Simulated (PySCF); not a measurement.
All values below come from PySCF 2.14.0 with PBE0-D4/def2-TZVP. Isolated molecules, 0 K electronic values unless said otherwise. One relaxed conformer stands for a flexible species; it need not be the lowest. Excitations are Tamm–Dancoff values on a coarser integration grid. The basis has no diffuse functions, so Rydberg states are missing or too high.

Reference species (SMILES): `[SiH2]([N+]#[C-])Cl` (neutral, multiplicity 1).

- T1 excitation (TDA) = 5.10 eV
- LUMO = -0.97 eV

Changed species: `[AlH2][SiH2]Cl` (X = AlH2; the reference has X = isocyano).

Give the shifts of the T1 excitation (TDA) and LUMO.

the T1 excitation (TDA) decreases by 1.83 eV, to 3.27 eV; the LUMO decreases by 1.36 eV, to -2.33 eV.
